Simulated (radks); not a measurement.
Q: Radial electron density D(r) = 4 pi r^2 rho(r) of an atom or ion with 1 electrons. All-electron calculation, scalar-relativistic Kohn-Sham, r2SCAN, spin-polarised, spherical densities, finite nucleus; meta-GGA in the generalised Kohn-Sham scheme; Fermi nuclear charge, rms radius of each element as measured or else 0.836 A^(1/3) + 0.57 fm. Program: a radial shooting solver on a logarithmic mesh with Libxc functionals.

```
   r/bohr * D(r) (the largest magnitude, 35.9, reaches the edge; | marks zero)
0.0008561 | *
0.0009966 |  *
  0.00116 |  *
  0.00134 |   *
  0.00156 |    *
 0.001816 |      *
 0.002097 |       *
 0.002442 |          *
 0.002842 |            *
 0.003283 |               *
 0.003821 |                   *
 0.004449 |                       *
 0.005138 |                           *
 0.005981 |                                *
 0.006963 |                                      *
 0.008042 |                                           *
 0.009362 |                                               *
   0.0109 |                                                   *
  0.01259 |                                                     *
  0.01465 |                                                      *
  0.01706 |                                                    *
   0.0197 |                                                *
  0.02293 |                                          *
   0.0267 |                                  *
  0.03083 |                          *
   0.0359 |                  *
  0.04179 |           *
  0.04826 |      *
  0.05618 |  *
  0.06541 |*
  0.07554 *
  0.08794 *
```

What is the nuclear charge?

A: Z = 63. The innermost maximum, from 1s, lies near gamma/Z bohr with gamma = sqrt(1 - (Z/c)^2) = 0.888, here 0.0141 bohr (found: 0.0141), and its height grows with Z. The density is that of the europium ion Eu62+ in 1s1; the configuration itself is not fixed sharply by these data, and Z only to a few units. D(r) has 1 maximum, at r = 0.0141 bohr.
